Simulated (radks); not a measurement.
The numbers below are computed, except where a source is named.
Ne3+, 7 electrons, occupied as [He] 2s1 2p4 (not the ground configuration). Level of theory: non-relativistic Kohn-Sham, PBE, spin-polarised, spherical densities, point nucleus; open shells are filled with parallel spins first (a radial shooting solver on a logarithmic mesh with Libxc functionals). Some entries of the table are withheld. Estimate them.

orbital  occ.  eigenvalue (eV)  r(max) (bohr)
1s up       1        -912.5769         0.1028
1s down     1        -909.1263         0.1028
2s up       1        -105.8121         0.6454
2s down     0         -96.8560         0.6530
2p up       3              (1)            (2)
2p down     1              (3)            (4)

Answer. 
(1) 2p up eigenvalue (eV): -83.0519
(2) 2p up r(max) (bohr): 0.5606
(3) 2p down eigenvalue (eV): -74.2099
(4) 2p down r(max) (bohr): 0.5669
